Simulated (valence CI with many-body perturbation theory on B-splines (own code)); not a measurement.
**A CI+MBPT run for Tc²⁹⁺**

Computed by configuration interaction combined with many-body perturbation theory (CI+MBPT): four valence electrons over a frozen Dirac-Fock core [Ne], a basis of 6 s, 6 p, 5 d, 3 f, 1 g functions for each j, with the one-electron correlation potential Σ1 (screened to all orders), the two-electron term Σ2, the three-electron term Σ3, Breit, model QED; selected single and double excitations, second order for the rest, scaled by the run's own slope (own B-spline code, finite nucleus).

Command, and the settings that its task file holds:

```sh
python run_cv.py task.json out
```

```
atom Tc  Z=43  mass_number=97  rms_radius_fm=4.4112
core [Ne]
valence 3s2 3p2
avg = 1
basis = S
breit = 1
cap = 20000
capref = 1200
cscale = 1
de = 0.0
dress = 0
eps = 2e-08
extrap = 1
h = 0.27
hh = 1
l2 = 3
lcore = 6
maxit = 60
n2 = 5
natural = 1
nlev = 30
nno = [3, 3, 3, 2, 1]
nroot = 26
nsp = [3, 3, 2, 1, 0]
pt2 = 1
qed = 1
rpa = 1
s1 = 1
s2 = 1
s3 = 1
screen = 1
tol = 2e-05
whole = 1
```

It took 14 s on 1 thread of Arm Neoverse V2, on a shared host.

Log. The first blocks belong to the next ion, which gives the ionisation energy. Fields: 2J, parity (1 odd), roots, reference size, generating configurations, candidates as configurations/state functions, variational space P, stored matrix elements, Davidson steps; e2 is the range of second-order energies in hartree. The first line gives the box (bohr), its intervals, the orbitals and the steps of their self-consistent field. Window is the range of levels sought, series limit the energy at which the first omitted orbital would enter, core excitation an estimate of the first excitation out of the core, left out the lowest levels not solved, and shifts from estimates the range by which levels moved from their first estimate, all in cm⁻¹.

```
rmax 2.8 intervals 57 orbitals 36 references ['3s2 3p2', '3s 3p3', '3s2 3p 3d', '3p4', '3s 3p2 3d'] scf 4 t 0.6
2J=1 par=1 roots 2 ref 37 generators 6 cand 963/1426 P 993/1463 nnz 0 it 5
2J=1 par=1 roots 2 ref 37 generators 9 cand 103/166 P 1096/1629 nnz 0 it 4
   second order: generators 16 cand 897/1320 e2 -0.00000 -0.00000
reference levels 484, estimated 89, window 1703851 1/cm; series limit 9058535, core excitation 20210886
2J=0 par=0 roots 4 ref 24 generators 14 cand 661/1236 P 2351/3756 nnz 1.2e+06 it 4
2J=0 par=0 roots 4 ref 24 generators 16 cand 416/840 P 2767/4596 nnz 1.7e+06 it 4
   second order: generators 22 cand 2735/5696 e2 -0.00001 -0.00000
2J=2 par=0 roots 4 ref 41 generators 11 cand 504/1459 P 1310/3999 nnz 1.8e+06 it 4
2J=2 par=0 roots 4 ref 41 generators 16 cand 1467/6366 P 2777/10365 nnz 9.8e+06 it 6
   second order: generators 21 cand 2978/14880 e2 -0.00002 -0.00001
2J=4 par=0 roots 6 ref 62 generators 17 cand 455/1420 P 1212/3973 nnz 1.9e+06 it 5
2J=4 par=0 roots 6 ref 62 generators 22 cand 1981/10765 P 3193/14738 nnz 1.9e+07 it 9
   second order: generators 29 cand 2862/20545 e2 -0.00003 -0.00001
2J=4 par=1 roots 8 ref 65 generators 19 cand 317/1413 P 1132/3976 nnz 1.9e+06 it 8
2J=4 par=1 roots 8 ref 65 generators 21 cand 1886/9453 P 3018/13429 nnz 1.5e+07 it 9
   second order: generators 35 cand 3727/23562 e2 -0.00003 -0.00001
2J=2 par=1 roots 7 ref 53 generators 18 cand 427/1445 P 1383/3987 nnz 1.8e+06 it 7
2J=2 par=1 roots 7 ref 53 generators 22 cand 1696/7040 P 3079/11027 nnz 1e+07 it 9
   second order: generators 37 cand 4271/22250 e2 -0.00003 -0.00001
2J=6 par=1 roots 4 ref 57 generators 14 cand 320/1449 P 1150/3981 nnz 1.9e+06 it 5
2J=6 par=1 roots 4 ref 57 generators 20 cand 1640/8409 P 2790/12390 nnz 1.4e+07 it 7
   second order: generators 30 cand 3759/29758 e2 -0.00005 -0.00001
2J=0 par=1 roots 2 ref 20 generators 8 cand 478/823 P 2137/3329 nnz 9.7e+05 it 4
2J=0 par=1 roots 2 ref 20 generators 11 cand 463/839 P 2600/4168 nnz 1.4e+06 it 5
   second order: generators 17 cand 2863/5777 e2 -0.00002 -0.00001
2J=8 par=1 roots 1 ref 38 generators 5 cand 353/1551 P 1335/5130 nnz 3.2e+06 it 4
2J=8 par=1 roots 1 ref 38 generators 10 cand 723/2951 P 2058/8081 nnz 6.6e+06 it 5
   second order: generators 13 cand 2735/18674 e2 -0.00004 -0.00004
2J=6 par=0 roots 2 ref 44 generators 7 cand 312/1272 P 1005/3792 nnz 1.8e+06 it 4
2J=6 par=0 roots 2 ref 44 generators 12 cand 1752/9625 P 2757/13417 nnz 1.7e+07 it 8
   second order: generators 15 cand 2630/18549 e2 -0.00003 -0.00002
2J=8 par=0 roots 1 ref 34 generators 4 cand 375/1394 P 1237/3920 nnz 1.8e+06 it 3
2J=8 par=0 roots 1 ref 34 generators 8 cand 1010/5688 P 2247/9608 nnz 9.6e+06 it 5
   second order: generators 11 cand 2099/14678 e2 -0.00002 -0.00002
left out: unestimated 2455961, estimated 1839031, shifts from estimates -4 to 35
operators 0.4
```

The Davidson iterations converged.

No measured spectrum was set against this ion. As an estimate, large intervals hold to a few tenths of a per cent, small ones and those within an open d or f shell to about a per cent.

```yaml
Valence_energy: -260.0875 hartree
Ionisation_energy: "1636.7 eV (NIST: 1638 ± 4 eV (semi-empirical))"
Reference_configurations_for_the_orbitals: 3s2 3p2, 3s 3p3, 3s2 3p 3d, 3p4, 3s 3p2 3d
Radial_orbitals: 36
Box_radius: 2.81 bohr
Largest_variational_space: 14738
Lowest_levels: (3s^2 3p1/2^2) J=0 0, (3s^2 3p1/2 3p3/2) J=1 183460, (3s^2 3p1/2 3p3/2) J=2 220330, (3s^2 3p3/2^2) J=2 431390, (3s^2 3p3/2^2) J=0 517560, (3s 3p1/2^2 3p3/2) J=2 743550, (3s 3p1/2^2 3p3/2) J=1 867830, (3s 3p1/2 3p3/2^2) J=2 [a] 929460, (3s 3p1/2 3p3/2^2) J=3 985990, (3s^2 3p1/2 3d3/2) J=2 1035200, (3s 3p1/2 3p3/2^2) J=0 1066900, (3s 3p1/2 3p3/2^2) J=1 [a] 1087900, (3s 3p1/2 3p3/2^2) J=2 [b] 1131900, (3s^2 3p1/2 3d5/2) J=3 1181300 cm⁻¹
```

Levels are named by their leading jj configuration (3d3/2^4 stands for four electrons in 3d with j = 3/2), which in mixed levels can hold well under half, so a name can repeat and another be missing. Letters in brackets count levels of one name in rising energy.
